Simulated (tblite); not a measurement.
C6H11O (doublet state).
Structure used (GFN2-xTB), in Å, numbered top down from 1:
```
atom  x, y, z in Å
C1     2.5993   -0.0610    0.5123
C2     1.5622    0.0046   -0.5199
C3     0.2272   -0.6729   -0.0713
C4    -0.4336    0.0682    1.1070
C5    -1.8837    0.2429    0.6531
C6    -1.7194    0.2628   -0.8654
O7    -0.7068   -0.6823   -1.1358
H8     2.7338    0.7381    1.2149
H9     3.1253   -0.9796    0.6858
H10    1.3323    1.0389   -0.7848
H11    1.8761   -0.5291   -1.4213
H12    0.4433   -1.7194    0.1733
H13   -0.3478   -0.4928    2.0348
H14    0.0399    1.0400    1.2469
H15   -2.3466    1.1486    1.0379
H16   -2.4834   -0.6184    0.9485
H17   -2.6118   -0.0447   -1.4119
H18   -1.4149    1.2626   -1.2099
```

Computed geometry: GFN2-xTB, gas phase. This method treats the open shell by occupation alone, without spin polarisation.

Masses are those of the commonest isotopes; rigid-rotor values at the optimised geometry. The values belong to one conformer with, in the numbering `[CH2:1][CH2:2][C@H:3]1[CH2:4][CH2:5][CH2:6][O:7]1`, H–C1–C2–C3 -93° and 76°, C1–C2–C3–C4 65°, C2–C3–C4–C5 131°, C3–C4–C5–C6 -28°, C4–C5–C6–O7 38°, C5–C6–O7–C3 -34°.

What are A, B and C (MHz)?

Ia = 92.70, Ib = 264.83, Ic = 317.57 u·Å²; 505379 MHz·u·Å²/I gives A = 5452, B = 1908, C = 1591 MHz.

What kind of rotor is it?

An asymmetric top. Ray's parameter κ = (2B − A − C)/(A − C) = -0.836; −1 is the prolate and +1 the oblate limit.

What does the inertial defect say?

Not planar: Δ = Ic − Ia − Ib = -39.96 u·Å². For a rigid frame Δ = −2 Σ m c², so Σ m c² = 19.98 u·Å² lies off the ab plane: 10.87 from hydrogen and 9.11 from heavier atoms. The atom farthest from that plane is 1.57 Å away.

Give the other two planar moments, Paa and Pbb, and the rms extents of the mass along the axes.

Paa = Σ m a² = (Ib + Ic − Ia)/2 = 244.85 and Pbb = Σ m b² = (Ia + Ic − Ib)/2 = 72.72 u·Å². With the mass M = 99.08 u, the rms extents √(P/M) along a, b and c are 1.57, 0.86, 0.45 Å.

Where do the levels up to J = 4 lie, in cm⁻¹?

Above 0(0,0):
J = 1: 1(0,1) 0.1167, 1(1,1) 0.2349, 1(1,0) 0.2455
J = 2: 2(0,2) 0.3495, 2(1,2) 0.4578, 2(1,1) 0.4896, 2(2,1) 0.8442, 2(2,0) 0.8449
J = 3: 3(0,3) 0.6971, 3(1,3) 0.7918, 3(1,2) 0.8552, 3(2,2) 1.1944, 3(2,1) 1.1978, 3(3,1) 1.8122, 3(3,0) 1.8123
J = 4: 4(0,4) 1.1574, 4(1,4) 1.2363, 4(1,3) 1.3418, 4(2,3) 1.6608, 4(2,2) 1.6708, 4(3,2) 2.2805, 4(3,1) 2.2807, 4(4,1) 3.1437, 4(4,0) 3.1437

For this open shell read J as N, the rotation without spin; fine and hyperfine splittings come on top. Its GFN2-xTB frequencies are all real (lowest 52 cm⁻¹). No vibrational averaging or centrifugal distortion is included, and the geometry carries the error of its method.
